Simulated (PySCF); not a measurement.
CH7FO2Si2, SMILES [SiH3]C[Si](F)(O)O.

Geometry: PBE0-D3(BJ)/def2-SVP. The structure was generated by enumeration, and PubChem lists no compound with its InChIKey, so it may never have been made. One conformer was computed; it need not be the lowest.

Level of theory: PBE0-D3(BJ)/def2-SVP (PySCF).

Frequencies are harmonic and unscaled.

```tsv
mode	ν (cm⁻¹)	IR (km/mol)	moving atoms (share of kinetic energy)
1	22	0.0	H 23 %, Si 21 %, O 21 %, F 19 %, C 16 %
2	117	2.0	O 39 %, Si 34 %, H 20 %
3	145	70.6	H 72 %, O 13 %, F 12 %
4	162	8.2	H 83 %
5	204	22.6	H 53 %, O 24 %, F 13 %, C 8 %
6	249	24.8	O 40 %, H 27 %, Si 21 %, F 9 %
7	261	40.0	H 53 %, F 17 %, Si 14 %
8	328	22.6	O 33 %, F 25 %, Si 23 %, H 16 %
9	363	100.4	O 47 %, H 32 %, F 12 %, Si 8 %
10	373	70.1	O 30 %, Si 24 %, H 20 %, F 15 %, C 12 %
11	489	3.4	H 88 %
12	570	2.3	H 55 %, Si 23 %, C 13 %
13	717	35.7	H 41 %, C 34 %, O 12 %, Si 8 %
14	753	11.9	H 49 %, C 31 %, F 9 %, Si 8 %
15	757	3.7	H 46 %, C 31 %, O 12 %, Si 10 %
16	783	155.8	H 65 %, O 17 %
17	796	169.5	H 67 %, O 31 %
18	877	268.8	H 42 %, Si 32 %, F 16 %, O 8 %
19	928	212.3	H 50 %, Si 25 %, F 15 %, O 8 %
20	937	65.0	H 55 %, Si 23 %, O 19 %
21	946	79.0	H 90 %
22	956	54.4	H 97 %
23	987	180.7	Si 40 %, O 34 %, H 23 %
24	1018	35.6	H 75 %, Si 17 %
25	1092	180.9	H 49 %, C 41 %
26	1376	14.6	H 92 %, C 8 %
27	2221	131.5	H 97 %
28	2243	80.1	H 97 %
29	2254	97.8	H 96 %
30	3081	0.3	H 95 %
31	3149	0.3	H 91 %, C 9 %
32	3939	130.9	H 94 %
33	3944	127.4	H 94 %
```
